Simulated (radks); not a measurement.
Effect of the nuclear size on neutral scandium, [Ar] 3d1 4s2. Calculated with a radial shooting solver on a logarithmic mesh with Libxc functionals: Dirac Kohn-Sham, exchange-only LDA, spin-unpolarised, spherical densities, finite nucleus; open shells fill j = l - 1/2 first; Fermi nuclear charge, rms radius 3.5459 fm. The rms radius is varied about that value; shifts are against it.

| rms radius (fm) | total energy shift (eV) | density at nucleus (e/bohr^3) | 1s1/2 shift (meV) | 2s1/2 shift (meV) | 3s1/2 shift (meV) |
|---|---|---|---|---|---|
| 3.1594 | -0.00795 | 7235 | -3.36 | -0.272 | -0.034 |
| 3.2197 | -0.00677 | 7232 | -2.86 | -0.231 | -0.029 |
| 3.5459 | 0 | 7212 | 0.000 | 0.000 | 0.000 |
| 3.7303 | 0.00411 | 7202 | 1.74 | 0.140 | 0.017 |
| 4.1416 | 0.0140 | 7181 | 5.92 | 0.478 | 0.059 |

Slopes of the eigenvalues against <r^2> in GHz/fm^2, as finite differences over the two radii next to the reference (eigenvalue slopes, not the field-shift constants of lines): 1s1/2 313, 2s1/2 25.3, 3s1/2 3.15.
